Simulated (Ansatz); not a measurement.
`C[SiH](F)Cl` → `C[Si]Cl` + H–F at 298.15 K and 1 bar (silylene formation by 1,1-elimination).

Isolated molecules relaxed with PBE0-D4/def2-TZVP in Ansatz; ΔE leaves out vibrations. CCSD(T)/CBS adds triple-zeta CCSD(T) − MP2 to the extrapolated MP2 energy (def2 sets, frozen cores). This one scheme is used for every species.

| species | CCSD(T)/CBS energy (Eh) | H − E (kJ/mol) | S (J/(mol·K)) |
| --- | --- | --- | --- |
| `C[SiH](F)Cl` | -889.24457 | 149.3 | 318.0 |
| `C[Si]Cl` | -788.72093 | 111.6 | 297.8 |
| H–F | -100.39570 | 33.5 | 173.6 |

H − E and S are ideal-gas, rigid-rotor, harmonic terms from PBE0-D4/def2-TZVP, for one conformer and one mirror image of each species. 1 Eh = 2625.50 kJ/mol, R = 8.31446 J/(mol·K).

**Question.** By hand: ΔE, ΔH, ΔS and ΔG.

**Answer.** ΔE = (-788.72093) + (-100.39570) − (-889.24457) = 0.12794 Eh = 335.9 kJ/mol. Δ(H − E) = 111.6 + 33.5 − 149.3 = -4.2, so ΔH = 331.7 kJ/mol. ΔS = 297.8 + 173.6 − 318.0 = 153.4 J/(mol·K). ΔG = 331.7 − 298.15 × (153.4)/1000 = 286.0 kJ/mol.

**Question.** By hand: the equilibrium constant, and the temperature at which ΔG would vanish if ΔH and ΔS stayed fixed.

**Answer.** log₁₀ K = −ΔG/(RT ln 10) = -50.1. ΔG = 0 at ΔH/ΔS = 2162 K.

The number of gas molecules changes by +1, which sets the sign of ΔS. A doubt of 5 kJ/mol in ΔE shifts log₁₀ K by 0.9 here. Other conformers and mirror images would add mixing entropy, several J/(mol·K) or more a flexible species. These are equilibria of isolated gas molecules and say nothing of rates. Largest T1 diagnostic: 0.012 (customary marks: 0.02 for closed shells, 0.045 for open ones).
